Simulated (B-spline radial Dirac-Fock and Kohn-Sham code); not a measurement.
**K-line shifts caused by a second vacancy in Bi³⁺**

System: bismuth as Bi³⁺, configuration [Xe] 4f14 5d10 6s2.

Input of the calculation (task.json; shells as n, l, electrons):

```json
{"items": [{
  "Z": 83,
  "q": 3,
  "cfg": [[1, 0, 2], [2, 0, 2], [2, 1, 6], [3, 0, 2], [3, 1, 6], [3, 2, 10], [4, 0, 2], [4, 1, 6], [4, 2, 10], [4, 3, 14], [5, 0, 2], [5, 1, 6], [5, 2, 10], [6, 0, 2]],
  "A": 209,
  "rrms": 5.5211,
  "do": ["binding", "quiet", "double"]
}]}
```

Launch: `python xray_run.py task.json out`

Model: Dirac-Fock (average of configuration) total-energy differences with a finite nucleus, the Breit interaction including its frequency dependence, and self-energy and vacuum-polarisation corrections. Program: a radial atomic solver. Each two-hole energy is an average over J within one jj subconfiguration, not an observable level; in light atoms, where LS coupling holds, the j-resolved values are not observed lines, and for a K spectator the Kα1 hypersatellite is nearly forbidden. Correlation energy is missing from these numbers.

Lines without a spectator: Kα2 (K-L2) 74810.4 eV, Kα1 (K-L3) 77103.5 eV, Kβ3 (K-M2) 86820.3 eV, Kβ1 (K-M3) 87339.0 eV. Shifts in eV with one spectator hole (a dash: not computed, or left out as unreliable):

```
spectator hole      Kα2      Kα1      Kβ3      Kβ1
        K (1s)  +1174.7  +1289.9  +1528.4  +1555.7
    L2 (2p1/2)   +157.3   +219.4        –   +397.8
    L3 (2p3/2)   +104.1   +119.9   +274.8        –
    M2 (3p1/2)        –    +36.2    +65.3    +77.9
    M3 (3p3/2)   +16.79        –    +50.6    +52.2
    M4 (3d3/2)    +5.32    +2.16        –        –
    M5 (3d5/2)    -0.69    +4.15        –        –
```
